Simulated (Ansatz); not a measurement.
Input file for `N[SiH]([SiH3])O[SiH3]`:

```yaml
crystal:
  periodic: [false, false, false]
  atoms:
    - {symbol: N, position_ang: [-1.829623, 0.537246, -0.638285]}
    - {symbol: Si, position_ang: [-0.129809, 0.631214, -0.772570]}
    - {symbol: Si, position_ang: [0.646126, 1.890997, 1.043659]}
    - {symbol: O, position_ang: [0.658761, -0.813806, -0.775583]}
    - {symbol: Si, position_ang: [0.684415, -2.316637, -0.138280]}
    - {symbol: H, position_ang: [-2.418833, 0.314064, -1.423330]}
    - {symbol: H, position_ang: [-2.292551, 0.368909, 0.238972]}
    - {symbol: H, position_ang: [0.161110, 1.244783, -2.092179]}
    - {symbol: H, position_ang: [2.127724, 1.818171, 1.161181]}
    - {symbol: H, position_ang: [0.246577, 3.318892, 0.918253]}
    - {symbol: H, position_ang: [0.057366, 1.354074, 2.304971]}
    - {symbol: H, position_ang: [0.562550, -3.320413, -1.225780]}
    - {symbol: H, position_ang: [1.966932, -2.526209, 0.580175]}
    - {symbol: H, position_ang: [-0.440737, -2.501285, 0.818798]}
basis:
  gaussian: {orbitals: def2-TZVPP}
correlation: {method: ccsd_t}
```

```sh
$ ansatz run in.yaml --threads 2 --pin off --events-out ev --progress --plain --max-ram 22528MiB --backend cuda --devices 0, --max-vram 18GiB
```

The program prints (abridged):

```
Functional definition: HF
1797 factors; integrals over basis functions are off by at most 1.3e-3 eV
mean field evaluation 1: about -27248.4593 eV, gradient 4.9e1 eV
mean field evaluation 2: about -27248.7743 eV, gradient 4.9e1 eV
mean field evaluation 4: about -27253.9916 eV, gradient 4.6e0 eV
mean field evaluation 8: about -27254.0851 eV, gradient 3.1e-1 eV
mean field evaluation 16: about -27254.0856 eV, gradient 2.1e-6 eV
mean field -27254.08558407 eV, -1001.5691717320 hartree, gradient 2.1e-6 eV, S^2 0.000000; 0 other end points of the search recorded, 0 dependent functions left out
17 core orbitals not correlated: weight in the atoms' cores, before any rotation towards them, 1.000 or more for the frozen orbitals, at most 0.000 for the correlated occupied ones
reference -27254.08558407 eV, -1001.5691717320 hartree; 16, 16 occupied and 281, 281 virtual orbitals, 1797 factors
second order -22.42739452 eV of doubles, -0.00000000 eV of singles
cycle   1  -23.41109720 eV  change   -9.8e-1 eV  update   1.1e-1
cycle   2  -24.07400873 eV  change   -6.6e-1 eV  update   3.4e-2
cycle   3  -24.20368810 eV  change   -1.3e-1 eV  update   1.7e-2
cycle   4  -24.19025162 eV  change    1.3e-2 eV  update   4.0e-3
cycle   5  -24.18911082 eV  change    1.1e-3 eV  update   1.7e-3
cycle   6  -24.18937087 eV  change   -2.6e-4 eV  update   4.9e-4
cycle   7  -24.18904000 eV  change    3.3e-4 eV  update   1.8e-4
cycle   8  -24.18902149 eV  change    1.9e-5 eV  update   5.6e-5
cycle   9  -24.18904917 eV  change   -2.8e-5 eV  update   2.2e-5
perturbative correction -0.84575612 eV, -0.0310809642 hartree
Total energy: -27279.12038937 eV, -1002.4891838573 hartree
```

Run time 4.2 s (2 threads of an AMD EPYC 7R13 on a shared host and a share of an NVIDIA H100 80 GB); peak host memory 0.86 GiB.

The correlation energy is -25.035 eV, 3.4 % of it from (T); the T1 diagnostic reads 0.0121.
